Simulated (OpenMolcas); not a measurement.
Nb2+ in a point-charge field

Nb2+ among 4 point charges of -1 e arranged as a tetrahedron (Td), 2.19 Å from the ion.

```
Program             : OpenMolcas
Method              : CASSCF
Basis               : ANO-RCC-VTZP [7s6p4d2f1g]
Scalar Hamiltonian  : DKH2, point nucleus
Active space        : 3 electrons in 5 orbitals (4d)
State averaging     : 2S+1 = 4 even, 10 roots; 2S+1 = 2 even, 40 roots
Spin-orbit coupling : state interaction with AMFI integrals over the reference wave functions
```

The lowest spin-free states (labels of Td), above the lowest:

```tsv
State	Degeneracy	E (cm-1)	Free-ion L (%)
4T1	3	0.0	F (99)
4T2	3	1908	F (100)
4A2	1	3973	F (100)
2E	2	10261	G (63)
4T1	3	11649	P (99)
2T2	3	11652	G (93)
2T1	3	11678	G (77)
2A1	1	12453	G (100)
2T1	3	14698	P (63)
2T2	3	15507	H (74)
2T1	3	15815	H (79)
2E	2	16232	H (73)
2T1	3	17207	H (63)
2E	2	17973	D (69)
2T2	3	18202	D (74)
2T1	3	25445	F (98)
2A2	1	25632	F (100)
2T2	3	25765	F (98)
2T2	3	39656	D (99)
2E	2	39998	D (100)
```

The lowest levels with spin-orbit coupling:

| E (cm-1) | Degeneracy | Label | 2S+1 | g |
| --- | --- | --- | --- | --- |
| 0.0 | 4 | Γ8 | 4 |  |
| 206.1 | 2 | Γ7 | 4 | 1.57 1.57 1.57 |
| 736.9 | 4 | Γ8 | 4 |  |
| 1195 | 2 | Γ6 | 4 | 3.26 3.26 3.26 |
| 2347 | 4 | Γ8 | 4 |  |
| 2369 | 2 | Γ7 | 4 | 3.54 3.54 3.54 |
| 2716 | 2 | Γ6 | 4 | 1.29 1.29 1.29 |
| 2859 | 4 | Γ8 | 4 |  |
| 4776 | 4 | Γ8 | 4 |  |
| 10754 | 4 | Γ8 | 2 |  |
| 11763 | 2 | Γ6 | 4 | 2.65 2.65 2.65 |
| 11873 | 4 | Γ8 | 4 |  |
| 11930 | 2 | Γ7 | 2 | 2.30 2.30 2.30 |
| 12028 | 2 | Γ6 | 2 | 0.72 0.72 0.72 |
| 12167 | 4 | Γ8 | 2 |  |
| 12520 | 4 | Γ8 | 4 |  |
| 12526 | 2 | Γ7 | 4 | 2.57 2.57 2.57 |
| 12813 | 4 | Γ8 | 2 |  |
| 13019 | 2 | Γ6 | 2 | 2.32 2.32 2.32 |
| 15230 | 2 | Γ6 | 2 | 1.06 1.06 1.06 |

Electric-dipole absorption from the lowest level at this geometry, strongest bands:

```csv
E (cm-1),λ (nm),Label,f
206.1,48500,Γ7,1.64e-05
736.9,13600,Γ8,1.45e-04
1195,8370,Γ6,6.52e-05
2347,4260,Γ8,3.24e-05
2369,4220,Γ7,3.35e-06
2716,3680,Γ6,2.54e-05
2859,3500,Γ8,2.51e-05
11763,850,Γ6,2.25e-05
11873,842,Γ8,2.90e-05
12520,799,Γ8,2.58e-05
12526,798,Γ7,6.72e-05
12813,780,Γ8,2.02e-06
15393,650,Γ8,4.67e-06
16245,616,Γ8,3.64e-06
19135,523,Γ7,4.25e-06
40143,249,Γ7,2.80e-06
```

Powder χT (cm3 K/mol): 0.157 at 2 K, 0.17 at 10 K, 0.234 at 50 K, 0.319 at 100 K, 0.503 at 200 K, 0.69 at 300 K. The effective moment at 300 K is 2.828 √(χT) = 2.35 μB.

The lowest level has 2S+1 = 4, for which the spin-only value is χT = S(S+1) / 2 = 1.875 cm3 K/mol (g = 2). The computed 0.690 at 300 K differs by -1.185, through orbital momentum, spin-orbit coupling and any other state in reach. With a threefold ground state the orbital momentum is unquenched, so the spin-only value is not expected to hold.

An orbital triplet at a regular site is open to Jahn-Teller coupling, which can distort the site and quench the lowest spin-orbit gaps and is left out. Without dynamic correlation the repulsion within the d shell is too large (B by tens of per cent), so at a given field states of lower spin stand too high. Point charges give a weaker field than real ligands, and real ions of this kind are as a rule low spin; the high spin found here belongs to the model. The ground term spreads over less than 5000 cm-1, several times less than with real ligands, so orbital moments are less quenched and χT lies further from the spin-only value than at real sites. This is an electrostatic model: the charges have no orbitals. No measured value stands beside these numbers.
